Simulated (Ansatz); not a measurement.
Geometry optimisation, RKS PBE/def2-mTZVP in Ansatz 0.2.0.

input.yaml

```yaml
crystal:
  periodic: [false, false, false]
  atoms:
    - { symbol: Ga, position_ang: [0.037134, -0.923695, -1.011435] }
    - { symbol: O, position_ang: [1.155868, 0.439705, 1.396572] }
    - { symbol: H, position_ang: [0.88878, -0.085386, 2.177041] }
    - { symbol: H, position_ang: [1.825751, -0.144537, 0.955703] }
    - { symbol: C, position_ang: [-1.809707, -0.025475, -1.090949] }
    - { symbol: H, position_ang: [-2.624449, -0.731331, -0.848622] }
    - { symbol: H, position_ang: [-1.873009, 0.815972, -0.380121] }
    - { symbol: H, position_ang: [-2.016768, 0.373347, -2.100489] }
basis:
  gaussian: { orbitals: def2-mTZVP }
hamiltonian:
  xc: pbe
relax:
  f_tol: 0.03
  max_steps: 50
output:
  orbitals: {}
```

Command:

```bash
$ ansatz run input.yaml --threads 2 --pin off --max-ram 3072MiB --backend cpu --events-out ev --progress --plain --runs-dir out
```

Question: Where does it end, and by what steps?

Answer: The run converged. The force dipped under the threshold on the way, but the program's further checks kept it going. After 18 steps the energy has fallen by 0.103 eV; H3 moved furthest, 1.07 Å.

| step | energy less start (eV) | largest force component (eV/Å) | accepted |
| --- | --- | --- | --- |
| 0 | 0.0000 | 0.454 | yes |
| 1 | 0.0170 | 1.327 | no |
| 2 | -0.0178 | 0.469 | yes |
| 3 | -0.0293 | 0.414 | yes |
| 4 | -0.0359 | 0.888 | yes |
| 5 | -0.0552 | 0.463 | yes |
| 6 | -0.0601 | 0.442 | yes |
| 7 | -0.0799 | 0.136 | yes |
| 8 | -0.0831 | 0.134 | yes |
| 9 | -0.0780 | 0.777 | no |
| 10 | -0.0909 | 0.062 | yes |
| 11 | -0.0950 | 0.189 | yes |
| 12 | -0.0971 | 0.194 | yes |
| 13 | -0.0950 | 0.368 | no |
| 14 | -0.1005 | 0.035 | yes |
| 15 | -0.1019 | 0.043 | yes |
| 16 | -0.1023 | 0.011 | yes |
| 17 | -0.1024 | 0.037 | yes |
| 18 | -0.1025 | 0.010 | yes |

```xyz
8
Properties=species:S:1:pos:R:3
Ga 0.395 -0.525 -1.380
O 0.893 0.157 0.929
H 0.089 0.051 1.476
H 1.561 -0.431 1.333
C -1.551 0.037 -0.890
H -1.988 -0.649 -0.139
H -1.590 1.059 -0.469
H -2.225 0.020 -1.763
```

Time of the run: 30 s on 2 threads of Arm Neoverse V2 (shared host), peak memory 0.16 GiB.
